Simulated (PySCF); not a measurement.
## Ionisation energy of Ti by level of theory

Ti [Ar] 3d2 4s2 (3F) → Ti⁺ [Ar] 3d2 4s1 (4F), as a difference of total energies. Computed with PySCF 2.14 in aug-cc-pVDZ-DK (7s6p4d2f, 59 functions), with the spin-free X2C one-electron Hamiltonian (Gaussian nucleus). Correlated levels: valence: [Ar] frozen. The calculations carry no spin-orbit coupling.

```json
{"method": "UHF", "ionisation energy (eV)": "5.563"}
{"method": "LDA", "ionisation energy (eV)": "6.914"}
{"method": "PBE", "ionisation energy (eV)": "6.674"}
{"method": "PBE0", "ionisation energy (eV)": "6.560"}
{"method": "r2SCAN", "ionisation energy (eV)": "6.386"}
{"method": "PW91", "ionisation energy (eV)": "6.713"}
{"method": "B3LYP", "ionisation energy (eV)": "6.857"}
{"method": "r2SCAN0", "ionisation energy (eV)": "6.410"}
{"method": "MN15", "ionisation energy (eV)": "6.972"}
{"method": "MP2 (valence)", "ionisation energy (eV)": "6.313"}
{"method": "SCS-MP2 (valence)", "ionisation energy (eV)": "6.467"}
```

**Question.** How much does correlation contribute at MP2 (valence)?

**Answer.** 6.313 − (5.563) = 0.750 eV, measured against UHF.

Errors of the correlated levels include the incompleteness of this basis and the frozen core.

MP2 underrates the near-degeneracy of ns² with np² in the lower species.

For comparison: 6.828 eV (measured; NIST levels, between the centres of gravity of the two terms).
